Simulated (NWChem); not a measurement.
# CH$_{6}$MgSSi; SMILES C[S][Mg][SiH3]

```xyz
10

Mg     0.2291     0.3581    -0.0002
S      0.6109    -1.9258     0.0001
C     -1.0587    -2.6807     0.0000
H     -0.9188    -3.7705     0.0004
H     -1.6359    -2.4157    -0.8972
H     -1.6363    -2.4150     0.8968
Si    -0.1038     2.9111     0.0000
H     -0.9151     3.3881     1.1705
H     -0.8113     3.4026    -1.2302
H      1.1987     3.6562     0.0610
```
Atoms are numbered in this order, from 1.

Computed with NWChem. Pople sets run with spherical d functions. All runs use the structure optimised with PBE0/def2-SVP. Total energies compare along this basis series because the functional is fixed.

```
level            basis functions  energy (Ha)  highest occupied level (eV)  orbital gap (eV)  dipole (D)
---------------  ---------------  -----------  ---------------------------  ----------------  ----------
PBE0/STO-3G                   38    -918.3456                        -2.02              6.63        0.42
PBE0/3-21G                    60    -924.1998                        -6.47              5.27  (withheld)
PBE0/6-31G*                   80    -929.0284                        -6.38              5.27        1.48
PBE0/6-31+G*                  96    -929.0316                        -6.47              5.22        1.50
PBE0/6-311G**                132    -929.1091                        -6.49              5.28        1.47
PBE0/6-311++G**              154    -929.1103                        -6.48              5.22        1.45
```

Question: Fill in the missing entries.

Answer: 
- PBE0/3-21G, dipole (D): 1.73
